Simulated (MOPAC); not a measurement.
Job for MOPAC: PM3 on SiCl, 2S+1 = 2, a point of a bond scan (R = 4.167 Å).

```
PM3 1SCF PRECISE CHARGE=0 UHF MS=0.5 THREADS=1
ClSi

Si    -0.00000000 1    -0.00000000 1    -1.14267630 1
Cl     0.00000000 1     0.00000000 1     3.02473138 1
```

It printed:

```
*******************************************************************************
 **                                                                           **
 **                              MOPAC v23.2.5                                **
 **                                                                           **
 *******************************************************************************
 ** MOPAC's Digital Object Identifier: https://doi.org/10.5281/zenodo.6511958 **
 **                                                                           **
 ** Please cite the open-source release paper for use of this MOPAC version:  **
 ** J. E. Moussa and J. J. P. Stewart (2026)                                  **
 ** MOPAC: An open-source semiempirical molecular orbital program             **
 ** J. Open Source Softw., 11(119), 8025, https://doi.org/10.21105/joss.08025 **
 *******************************************************************************

                              PM3 CALCULATION RESULTS

 *******************************************************************************
 *  PM3        - The PM3 Hamiltonian to be used
 *  UHF        - UNRESTRICTED HARTREE-FOCK CALCULATION
 *
 *
 *
 *                 CHARGE ON SYSTEM = 0
 *
 *
 *
 *  MS=        - IN MECI, MAGNETIC COMPONENT OF SPIN =  0.5
 *  PRECISE    - TIGHTER CRITERIA TO BE USED
 *  1SCF       - DO 1 SCF AND THEN STOP
 *  THREADS=1  - MULTI-THREADING NOT USED
 *  T=         - A TIME OF 172800.0 SECONDS REQUESTED
 *  DUMP=N     - RESTART FILE WRITTEN EVERY 7200.0 SECONDS REQUESTED
 *******************************************************************************
PM3 1SCF PRECISE CHARGE=0 UHF MS=0.5 THREADS=1
 ClSi

   ATOM   CHEMICAL          X               Y               Z
  NUMBER   SYMBOL      (ANGSTROMS)     (ANGSTROMS)     (ANGSTROMS)

     1      Si         -0.00000000  *  -0.00000000  *  -1.14267630  *
     2      Cl          0.00000000  *   0.00000000  *   3.02473138  *



          CARTESIAN COORDINATES

    NO.       ATOM           X           Y           Z

     1        Si         -0.0000     -0.0000     -1.1427
     2        Cl          0.0000      0.0000      3.0247

 Si: (PM3): J. J. P. STEWART, J. COMP. CHEM. 10, 209 (1989).
 Cl: (PM3): J. J. P. STEWART, J. COMP. CHEM. 10, 209 (1989).

           Empirical Formula: Si Cl  =     2 atoms



      MOLECULAR POINT GROUP   :   C*v


          UHF CALCULATION, NO. OF ALPHA ELECTRONS =    6
                           NO. OF BETA  ELECTRONS =    5

 -------------------------------------------------------------------------------
 PM3 1SCF PRECISE CHARGE=0 UHF MS=0.5 THREADS=1
 ClSi



     1SCF WAS SPECIFIED, SO BFGS WAS NOT USED
     SCF FIELD WAS ACHIEVED


                              PM3 CALCULATION
                                                       MOPAC v23.2.5 Linux




          FINAL HEAT OF FORMATION =        135.75322 KCAL/MOL =     567.99146 KJ/MOL


          COSMO AREA              =        118.44 SQUARE ANGSTROMS
          COSMO VOLUME            =        101.71 CUBIC ANGSTROMS

          IONIZATION POTENTIAL    =          7.613535 EV
          ALPHA SOMO LUMO (EV)    =         -7.614 -3.327
          BETA  SOMO LUMO (EV)    =        -10.060 -1.710
          NO. OF ALPHA ELECTRONS  =          6
          NO. OF BETA  ELECTRONS  =          5
          MOLECULAR WEIGHT        =         63.5385         POINT GROUP:  C*v

          MOLECULAR DIMENSIONS (Angstroms)

            Atom       Atom       Distance
           Cl     2   Si     1     4.16741
           Cl     2   Si     1     0.00000
           Si     1   Cl     2     0.00000


          SCF CALCULATIONS        =          1





   ATOM   CHEMICAL          X               Y               Z
  NUMBER   SYMBOL      (ANGSTROMS)     (ANGSTROMS)     (ANGSTROMS)

     1      Si         -0.00000000  *  -0.00000000  *  -1.14267630  *
     2      Cl          0.00000000  *   0.00000000  *   3.02473138  *

                             CARTESIAN COORDINATES

   1   Si       -0.000000000    -0.000000000    -1.142676300
   2   Cl        0.000000000     0.000000000     3.024731380


           Empirical Formula: Si Cl  =     2 atoms



      MOLECULAR POINT GROUP   :   C*v


          ALPHA EIGENVALUES
 -51.17647 -11.84821 -10.61160 -10.60881  -7.61475  -7.61354  -3.32741  -3.25143


           BETA EIGENVALUES
 -54.41087 -10.64115 -10.61990 -10.61677 -10.06035  -1.70957  -0.22419  -0.11160


              NET ATOMIC CHARGES AND DIPOLE CONTRIBUTIONS

  ATOM NO.   TYPE          CHARGE      No. of ELECS.   s-Pop       p-Pop
    1         Si           0.068079        3.9319     1.99883     1.93309
    2         Cl          -0.068079        7.0681     1.99994     5.06814
 DIPOLE           X         Y         Z       TOTAL
 POINT-CHG.     0.000     0.000    -1.363     1.363
 HYBRID        -0.000     0.000     0.031     0.031
 SUM           -0.000     0.000    -1.332     1.332


          ATOMIC ORBITAL ELECTRON POPULATIONS

     Atom    s        px        py        pz
    1 Si   1.99883   1.00002   0.00008   0.93299
    2 Cl   1.99994   1.99998   1.99992   1.06823


                    (SZ)    =    0.500000
                    (S**2)  =    1.665695


          ATOMIC ORBITAL SPIN POPULATIONS

    Atom   Total    s     px     py     pz
         Atomic
    1 Si  1.9298 -0.001  1.000  0.000  0.931
    2 Cl -0.9298  0.000  0.000 -0.000 -0.930

 **********************
 *                    *
 * JOB ENDED NORMALLY *
 *                    *
 **********************




 == MOPAC DONE ==
```

The run finished. Its determinant has ⟨S²⟩ = 1.67, a mixture of spin states.

Cost: around 0.020 core-seconds (rough).
